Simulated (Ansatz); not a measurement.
The cluster Hg₃S₂, relaxed as a singlet with RKS B3LYP-D4/def2-SVP in Ansatz, starting from the GFN1-xTB geometry. Force threshold 0.02 eV/Å.

In the def2 sets Hg takes a core potential; there is no spin–orbit coupling. The restricted singlet is unstable towards broken spin symmetry in Hartree–Fock (as tested in another run); at B3LYP-D4/def2-SVP this wasn't settled. Another isomer (triplet) lies 1.40 eV lower at PBE0-D4/def2-TZVP; other spin states weren't run for this one.

Start:

Cartesian coordinates in Å:
```
Hg 0.306 1.312 -1.224
Hg -1.228 -1.075 -0.472
Hg 1.857 -0.463 3.375
S 0.563 -0.007 0.855
S -1.498 0.233 -2.534
```

**Question.** Estimate the energy that the relaxation releases and the steps that it takes.

**Answer.** 4.8 kcal/mol, in 13 steps; 33 s on 4 threads of Arm Neoverse V2 on a shared host. The force fell under the threshold at step 12, but the optimiser went on. No frequencies were taken in this run, so the end may be a saddle point.

**Question.** Does the start keep its bonding and symmetry?

**Answer.** By distances, no bond broke or formed. The bond that changes most is Hg3–S4, from 2.87 to 3.00 Å (atoms count from 1). Point group Cs at the start, Cs at the end, both within 0.05 Å.

**Question.** Predict the relaxed structure.

**Answer.** 
```xyz
5

Hg    0.217    1.462   -1.547
Hg   -0.878   -0.929   -0.135
Hg    1.356   -0.986    3.287
S     0.982    0.573    0.752
S    -1.677   -0.120   -2.358
```
Bond lengths (bridged metal pairs left out): 4 × Hg–S 2.50 to 2.60 Å.
